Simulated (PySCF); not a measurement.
## Ionisation energy of F²⁺ by level of theory

F²⁺ [He] 2s2 2p3 (4S) → F³⁺ [He] 2s2 2p2 (3P), as a difference of total energies. Calculation: PySCF 2.14, in x2c-TZVPPall (5s3p2d1f, 31 functions); scalar relativity by spin-free X2C-1e. Correlated levels: valence: 1s2 frozen; valence and next inner shell: nothing frozen. The calculations carry no spin-orbit coupling.

```csv
method,ionisation energy (eV),plus first-order spin-orbit estimate,difference from reference of that sum (eV)
UHF,62.248,62.193,-0.515
LDA,63.177,63.122,+0.414
PBE,62.847,62.792,+0.084
PBE0,62.925,62.870,+0.162
r2SCAN,63.167,63.112,+0.404
BHandHLYP,62.810,62.755,+0.047
B97-3,62.861,62.806,+0.098
wB97M-V,62.569,62.514,-0.194
HSE06,62.914,62.859,+0.151
ROHF,62.288,62.233,-0.475
MP2 (valence),62.816,62.761,+0.053
SCS-MP2 (valence),62.563,62.507,-0.201
MP2 (valence and next inner shell),62.832,62.777,+0.069
SCS-MP2 (valence and next inner shell),62.574,62.519,-0.189
```

Reference: 62.708 eV (semi-empirical (NIST evaluation); NIST Atomic Spectra Database, ionization energies).

A first-order spin-orbit estimate (lowest level to lowest level, LS coupling) adds -0.055 eV.

Errors of the correlated levels include the incompleteness of this basis and the frozen core.
